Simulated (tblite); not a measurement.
C4H14Si4.
SMILES with atom numbers: `[CH2:1]=[CH:2][CH2:3][Si@@H:4]1[SiH2:5][SiH2:6][Si@H:7]1[CH3:8]` (hydrogens: H9, H10 on C1; H11 on C2; H12, H13 on C3; H14 on Si4; H15, H16 on Si5; H17, H18 on Si6; H19 on Si7; H20, H21, H22 on C8)

Structure used (GFN2-xTB), in Å, numbered top down from 1:
```
atom  x, y, z in Å
C1     2.8949    1.1427   -1.1447
C2     2.7665    0.5927    0.0508
C3     2.0621   -0.6807    0.3230
Si4    0.3065   -0.3454    1.0370
Si5   -1.0168   -2.3023    0.9239
Si6   -2.2349   -1.3648   -0.8626
Si7   -1.0877    0.6898   -0.5793
C8    -2.2123    2.0152    0.2029
H9     2.5170    0.6588   -2.0311
H10    3.3901    2.0871   -1.2916
H11    3.1568    1.1029    0.9225
H12    2.6334   -1.2813    1.0306
H13    1.9568   -1.2579   -0.5962
H14    0.5636    0.3007    2.3416
H15   -0.3303   -3.5789    0.6806
H16   -1.8048   -2.5807    2.1319
H17   -2.0351   -2.0382   -2.1544
H18   -3.6989   -1.3519   -0.7349
H19   -0.4957    1.3530   -1.7572
H20   -2.9778    2.3511   -0.4902
H21   -2.7159    1.6188    1.0801
H22   -1.6480    2.8887    0.5155
```

Method: GFN2-xTB as coded in tblite; computed harmonic values from a numerical Hessian at the method's own geometry, unscaled. Errors from tens to a few hundred cm⁻¹ against measured bands are possible. Modes of hydrogen on silicon can be 10 to 20 % off. One conformer, not necessarily the lowest.

Harmonic wavenumbers (cm⁻¹): 27.0, 44.0, 60.0, 86.5, 105.4, 124.8, 131.8, 163.8, 207.7, 251.8, 291.3, 347.9, 358.4, 363.5, 377.1, 388.3, 408.6, 414.8, 445.1, 482.4, 529.9, 568.2, 590.3, 602.4, 613.6, 631.2, 736.0, 738.6, 792.8, 802.5, 823.2, 828.1, 851.5, 871.7, 957.4, 1018.5, 1056.2, 1177.9, 1213.2, 1300.9, 1374.3, 1416.4, 1476.9, 1500.2, 1501.1, 1705.1, 2088.7, 2115.7, 2153.9, 2170.6, 2177.3, 2182.2, 2972.4, 2981.3, 3030.6, 3032.8, 3037.4, 3047.1, 3093.2, 3122.1.

A = 1209, B = 704.3, C = 546.7 MHz; mass 174.017 u (most abundant isotopes); point group C1, symmetry number 1.

Question: Zero-point energy?

Answer: ½Σν̃ = 33982 cm⁻¹ = 406.51 kJ/mol.

Question: Give the ideal-gas entropy at 500 K and 1 bar in the rigid-rotor, harmonic-oscillator model (classical rotation).

Answer: Translation 183.95, rotation 135.79, vibration 333.65: S = 653.4 J/(mol K).

Question: And Cp and H(500 K) − H(0)?

Answer: Cp = 313.28 J/(mol K), of which vibrations give 280.02 (their classical limit is 60 R = 498.9); H(500 K) − H(0) = 97.49 kJ/mol without the zero-point energy, 80.86 from vibrations.

Question: What must be added to the electronic energy to get the Gibbs energy at 500 K and 1 bar?

Answer: ZPE + [H(500 K) − H(0)] − T·S = 406.51 + 97.49 − 326.69 = 177.31 kJ/mol.

Question: Which modes carry the vibrational entropy at 500 K?

Answer: 27.0 cm⁻¹: 29.56; 44.0 cm⁻¹: 25.50; 60.0 cm⁻¹: 22.93; 86.5 cm⁻¹: 19.90; 105.4 cm⁻¹: 18.27; 124.8 cm⁻¹: 16.87 J/(mol K); the other 54 give 200.62 together.

Question: Blend soft modes into free rotors: weight 1/[1 + (100 cm⁻¹/ν̃)⁴] for the oscillator and the rest for a rotor with moment μB/(μ + B), μ = h/(8π²ν), B = 10⁻⁴⁴ kg m². What vibrational entropy results?

Answer: 302.39 J/(mol K) in place of 333.65, which changes −T·S at 500 K by +15.63 kJ/mol.

Question: How do the functions run with temperature in this model?

Answer: 
| T (K) | S (J/(mol K)) | Cp (J/(mol K)) | H − H(0) (kJ/mol) | G − H(0) (kJ/mol) | ln q(vib) |
| --- | --- | --- | --- | --- | --- |
| 150 | 384.6 | 143.7 | 13.42 | -44.28 | 5.86 |
| 250 | 473.5 | 207.4 | 31.08 | -87.29 | 10.31 |
| 298.15 | 512.3 | 233.2 | 41.70 | -111.03 | 12.40 |
| 400 | 587.4 | 278.3 | 67.85 | -167.11 | 16.68 |
| 600 | 713.1 | 341.8 | 130.29 | -297.57 | 24.47 |
| 900 | 864.4 | 403.6 | 242.84 | -535.10 | 34.70 |

q(vib) and H(0) count from the zero-point level.

Hindered rotation and anharmonicity are outside this model. Other conformers, if any are populated, would add a mixing term that is left out. The structure is chiral; the term R ln 2 for an equal mix with its mirror image is left out.

Time: 1.5 s wall. Hardware: an Arm Neoverse V1 with one thread, on a shared host. This covers the Hessian and the dipole derivatives.
